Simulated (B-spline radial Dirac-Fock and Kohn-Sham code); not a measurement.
**How the binding energies of Ta¹⁵⁺ add up**

System: the Ta¹⁵⁺ ion, configuration [Kr] 4d10 4f11 5s1; nuclear rms radius 5.3507 fm (A = 181).

These are calculated numbers from a radial finite-basis atomic code; the model is Dirac-Fock (average of configuration) total-energy differences with a finite nucleus, the Breit interaction including its frequency dependence, and self-energy and vacuum-polarisation corrections. Electron correlation is not included. Energies are counted from the vacuum level. Subshells whose hole state is unreliable or did not converge are left out.

All terms are in eV, carry their sign (relaxation lowers the binding energy) and add up to the binding energy; ⟨r⟩ is the mean radius of the orbital in the initial state.

```
subshell  −ε (Koopmans)  relaxation    Breit  self-energy  vacuum polarisation  binding energy  ⟨r⟩ (bohr)
       K        68174.7      -77.74  -218.94      -141.02                26.34         67763.3       0.019
      L1        12121.7      -42.79   -24.38       -20.17                 3.53               ?       0.078
      L2        11574.2      -47.06   -40.35        -0.05                 0.14         11486.9       0.065
      L3        10301.2      -44.10   -24.63        -1.45                -0.13         10230.9       0.073
      M1         3090.7      -20.55    -4.46        -4.61                 0.78          3061.9       0.204
      M2         2848.2      -21.30    -7.60        -0.11                 0.03          2819.3       0.194
      M3         2569.7      -19.81    -4.31        -0.36                -0.04          2545.2       0.208
      M4         2166.6      -22.36    -3.31         0.33                -0.04          2141.2       0.183
      M5         2106.6      -21.81    -2.12         0.17                -0.04          2082.8       0.187
      N2          812.5       -5.23    -1.68        -0.02                 0.01           805.6       0.461
      N3          746.2       -4.50    -0.88        -0.08                -0.01           740.7       0.490
      N4          578.4       -4.35    -0.55         0.07                -0.01           573.6       0.503
      N5          565.8       -4.11    -0.29         0.04                -0.01           561.4       0.513
    N6,7          355.1       -3.79     0.05         0.04                -0.01           351.4       0.547
      O1          352.5       -0.40    -0.26        -0.28                 0.05           351.6       0.959
```

Q: Which binding energy belongs in the row of L1?

A: 12037.9 eV, the sum of the terms in that row (to rounding).

For the deepest level, K (1s), the Breit terms make up -0.323 % of the binding energy, QED -0.169 % and orbital relaxation -0.115 %.

Spin-orbit splittings: 2p 1256.0 eV, 3p 274.1 eV, 3d 58.44 eV, 4p 64.89 eV, 4d 12.14 eV.

Going to the tabulated ground configuration of the next ion removes an electron from O1 (5s), computed at 351.6 eV. NIST lists 363 ± 19 eV as the ionisation energy of this species (theoretical), +11.35 eV from the computed value, within the stated uncertainty.
